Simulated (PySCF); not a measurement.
Job file and geometry (Å, from GFN2-xTB) of an NMR shielding run on SMILES [BH3-][O+]1CCC[C@H]1B(F)F, C₄H₁₀B₂F₂O, PySCF, GIAO PBE0/pcSseg-1 NMR shielding, non-relativistic, gas phase; density fitting, a coarse starting grid and PySCF grid level 2 are the driver's defaults:

```
$ OMP_NUM_THREADS=1 python probes_run.py task.json out

{"job": {"kind": "nmr", "xc": "PBE0", "basis": "pcSseg-1"}, "charge": 0, "multiplicity": 1}
B      1.791821     1.071578     0.121327
O      0.609071     0.058871     0.384889
C      0.737355    -1.354099     0.339064
C     -0.713753    -1.863873     0.232617
C     -1.548886    -0.589856    -0.011271
C     -0.488421     0.408723    -0.468330
B     -0.612620     2.014412    -0.261192
F     -0.789251     2.805777    -1.316650
F     -1.101080     2.500031     0.877502
H      2.475560     1.085919     1.082092
H      2.331160     0.813861    -0.902763
H      1.103784     2.104111     0.006387
H      1.247983    -1.674501     1.248682
H      1.333883    -1.651615    -0.531823
H     -1.025994    -2.372787     1.142150
H     -0.813808    -2.561727    -0.597107
H     -2.327271    -0.736213    -0.755149
H     -2.007866    -0.242794     0.914550
H     -0.211468     0.193432    -1.512437
```

Problem. Write the output of this run.

Solution. 
```
coarse grid: 15976 points
cycle   1  E = -482.4076255545  dE =  1.162e+00  |g| = 6.986e-01  |ddm| = 3.755e+00
cycle   2  E = -482.3588489849  dE =  4.878e-02  |g| = 9.459e-01  |ddm| = 1.019e+00
cycle   3  E = -482.4943890449  dE = -1.355e-01  |g| = 6.994e-02  |ddm| = 5.496e-01
cycle   4  E = -482.4953428435  dE = -9.538e-04  |g| = 2.700e-02  |ddm| = 7.475e-02
cycle   5  E = -482.4955089503  dE = -1.661e-04  |g| = 7.194e-03  |ddm| = 2.283e-02
cycle   6  E = -482.4955171599  dE = -8.210e-06  |g| = 2.907e-03  |ddm| = 6.876e-03
final grid: 155384 points
cycle   7  E = -482.5685535332  dE = -7.721e-05  |g| = 1.579e-02  |ddm| = 3.519e-02
cycle   8  E = -482.5685024095  dE =  5.112e-05  |g| = 2.351e-02  |ddm| = 2.163e-02
cycle   9  E = -482.5685976672  dE = -9.526e-05  |g| = 1.630e-03  |ddm| = 1.342e-02
cycle  10  E = -482.5685982829  dE = -6.157e-07  |g| = 3.199e-04  |ddm| = 1.730e-03
cycle  11  E = -482.5685983042  dE = -2.133e-08  |g| = 9.449e-05  |ddm| = 3.386e-04
cycle  12  E = -482.5685983062  dE = -2.015e-09  |g| = 1.939e-05  |ddm| = 9.516e-05
cycle  13  E = -482.5685983063  dE = -9.788e-11  |g| = 5.738e-06  |ddm| = 2.310e-05
converged SCF energy = -482.5685983063

GIAO shielding tensors (ppm)
atom      isotropic    diamagn.    paramagn.     s11        s22        s33       span
  0 B      101.773     191.495     -89.722     79.360     90.642    135.317     55.956
  1 O      275.295     405.092    -129.797    183.997    304.551    337.336    153.339
  2 C      113.581     245.350    -131.769     72.257     95.483    173.002    100.746
  3 C      156.437     252.009     -95.572    119.805    173.977    175.529     55.724
  4 C      158.251     248.019     -89.768    133.672    166.315    174.767     41.095
  5 C       95.949     257.137    -161.188     38.990     91.811    157.045    118.054
  6 B       85.179     191.988    -106.809     78.684     86.355     90.499     11.815
  7 F      264.651     465.186    -200.536    143.418    298.852    351.682    208.264
  8 F      289.116     468.202    -179.086    171.174    318.522    377.653    206.479
  9 H       28.504      30.840      -2.337     25.668     26.345     33.498      7.830
 10 H       28.623      31.350      -2.727     25.472     27.243     33.154      7.682
 11 H       28.722      31.306      -2.584     23.770     27.151     35.245     11.475
 12 H       27.517      29.597      -2.080     22.864     26.173     33.513     10.649
 13 H       28.367      30.491      -2.124     23.296     27.802     34.003     10.707
 14 H       29.398      29.833      -0.435     24.717     26.750     36.726     12.009
 15 H       29.545      30.218      -0.672     24.953     27.162     36.520     11.567
 16 H       29.893      29.952      -0.059     25.352     27.344     36.982     11.630
 17 H       29.541      31.078      -1.537     24.508     28.348     35.766     11.258
 18 H       27.819      34.336      -6.517     24.451     27.457     31.549      7.098
```

Size and cost of the density-fitted run: 203 basis functions, 37 s wall time on 1 thread of an Arm Neoverse V2, shared host; peak memory 0.99 GiB.
